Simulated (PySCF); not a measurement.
**Dipole response of P²⁺ (phosphorus, charge +2)**

[Ne] 3s2 3p1, 2P determinant. All numbers are calculated (PySCF 2.14, no relativity, point nucleus, in def2-TZVPPD). Coupled (time-dependent) response in atomic units; α is the mean over directions.

| method | mean α (bohr³) | α xx, yy, zz | C₆ (like pair) | S(−4) |
| --- | --- | --- | --- | --- |
| UHF | 9.570 | 9.815, 9.080, 9.815 | 35.10 | 40.52 |
| PBE | 9.210 | 9.375, 8.880, 9.375 | 33.18 | 36.52 |
| PBE0 | 9.277 | 9.477, 8.879, 9.477 | 33.55 | 37.13 |
| TPSSh | 9.377 | 9.599, 8.934, 9.599 | 34.35 | 37.73 |
| r2SCAN0 | 9.316 | 9.540, 8.868, 9.540 | 34.39 | 36.15 |

S(−4) is the Cauchy moment in α(ω) = α(0) + S(−4) ω² + …

α(iu) at UHF:

```json
{"u (hartree)": "0", "α(iu) (bohr³)": "9.570"}
{"u (hartree)": "0.0500", "α(iu) (bohr³)": "9.470"}
{"u (hartree)": "0.100", "α(iu) (bohr³)": "9.185"}
{"u (hartree)": "0.200", "α(iu) (bohr³)": "8.218"}
{"u (hartree)": "0.300", "α(iu) (bohr³)": "7.017"}
{"u (hartree)": "0.500", "α(iu) (bohr³)": "4.832"}
{"u (hartree)": "0.750", "α(iu) (bohr³)": "3.053"}
{"u (hartree)": "1.00", "α(iu) (bohr³)": "2.048"}
{"u (hartree)": "1.50", "α(iu) (bohr³)": "1.098"}
{"u (hartree)": "2.00", "α(iu) (bohr³)": "0.6964"}
{"u (hartree)": "3.00", "α(iu) (bohr³)": "0.3724"}
{"u (hartree)": "5.00", "α(iu) (bohr³)": "0.1788"}
```

A single London oscillator, α(iu) = α/(1 + u²/ω²), gives C₆ = (3/4) ω α². Matching the computed C₆ needs ω = 4 × 35.10 / (3 × 9.570²) = 0.511 hartree.

For an ion, C₆ is the dispersion term alone; charge-induced terms of lower order in 1/R come first.

The components differ because the open shell of this determinant is not spherical; for a pure term their mean is the scalar polarisability.
